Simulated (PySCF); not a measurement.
# How methods differ on the ionisation energy of W⁶⁹⁺

W⁶⁹⁺ [He] 2s2 2p1 (2P) → W⁷⁰⁺ [He] 2s2 (1S), as a difference of total energies. Calculation: PySCF 2.14, in an uncontracted even-tempered set (18 s from 47 bohr⁻², ratio 2.2; 13 p from 61 bohr⁻², ratio 2.2; 5 d from 230 bohr⁻², ratio 2.4; 5 f from 340 bohr⁻², ratio 2.4; 4 g from 510 bohr⁻², ratio 2.4); scalar relativity by spin-free X2C-1e. Correlated levels: nothing frozen; virtual orbitals above 40 to 60 times the deepest correlated orbital energy dropped. The calculations carry no spin-orbit coupling.

```tsv
method	ionisation energy (eV)
UHF	17824.6
LDA	17813.6
PBE	17826.4
PBE0	17826.2
r2SCAN	17830.1
PBEsol	17819.7
B3LYP	17827.4
MP2 (all electrons)	17824.4
SCS-MP2 (all electrons)	17824.1
```

A first-order spin-orbit estimate (lowest level to lowest level, LS coupling) adds 905.5 eV.

For this ion Breit and QED terms and the two-electron picture change, all absent here, outweigh the differences among the correlated methods.

First order in ζ underestimates the shift of j = l − 1/2 levels at high Z.

For comparison: 18872 ± 3 eV (semi-empirical (NIST evaluation); NIST Atomic Spectra Database, ionization energies).
